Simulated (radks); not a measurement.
Results of a calculation; reference values are marked as such.
Task: Radial electron density D(r) = 4 pi r^2 rho(r) of an atom or ion with 40 electrons. Level of theory: Dirac Kohn-Sham, PBE, spin-unpolarised, spherical densities, point nucleus (a radial shooting solver on a logarithmic mesh with Libxc functionals).

| r (bohr) | D(r) (e/bohr) |
|---|---|
| 0.002709 | 6.477 |
| 0.003079 | 7.966 |
| 0.0035 | 9.754 |
| 0.003977 | 11.88 |
| 0.004521 | 14.38 |
| 0.005179 | 17.49 |
| 0.005886 | 20.86 |
| 0.00669 | 24.66 |
| 0.007604 | 28.86 |
| 0.008711 | 33.69 |
| 0.009901 | 38.47 |
| 0.01125 | 43.30 |
| 0.01279 | 47.95 |
| 0.01454 | 52.16 |
| 0.01665 | 55.81 |
| 0.01893 | 58.18 |
| 0.02151 | 59.30 |
| 0.02445 | 59.08 |
| 0.02801 | 57.55 |
| 0.03184 | 55.28 |
| 0.03618 | 52.87 |
| 0.04113 | 51.14 |
| 0.04674 | 50.92 |
| 0.05355 | 52.98 |
| 0.06086 | 57.14 |
| 0.06917 | 62.80 |
| 0.07862 | 68.60 |
| 0.09007 | 72.96 |
| 0.1024 | 73.71 |
| 0.1164 | 70.52 |
| 0.1322 | 64.09 |
| 0.1503 | 56.52 |
| 0.1722 | 50.32 |
| 0.1957 | 48.48 |
| 0.2224 | 50.81 |
| 0.2528 | 55.32 |
| 0.2896 | 58.65 |
| 0.3292 | 57.17 |
| 0.3741 | 50.21 |
| 0.4252 | 39.49 |
| 0.4833 | 28.39 |
| 0.5537 | 19.71 |
| 0.6293 | 15.88 |
| 0.7153 | 15.33 |
| 0.8129 | 15.88 |
| 0.9314 | 15.48 |
| 1.059 | 13.40 |
| 1.203 | 10.14 |
| 1.367 | 6.683 |
| 1.554 | 3.844 |
| 1.78 | 1.841 |
| 2.024 | 0.7992 |
| 2.3 | 0.2990 |
| 2.614 | 0.09438 |
| 2.995 | 0.02224 |
| 3.404 | 0.004473 |
| 3.869 | 0.0006828 |

What is the nuclear charge?

Result: Z = 46. The innermost maximum, from 1s, lies near gamma/Z bohr with gamma = sqrt(1 - (Z/c)^2) = 0.942, here 0.0205 bohr (found: 0.0224), and its height grows with Z. The density is that of the palladium ion Pd6+ in [Kr] 4d4; the configuration itself is not fixed sharply by these data, and Z only to a few units. D(r) has 4 maxima, at r = 0.0224, 0.0984, 0.299, 0.846 bohr, and minima at 0.0446, 0.194, 0.693 bohr, inside which lie 2.04, 11.16, 29.22 electrons.
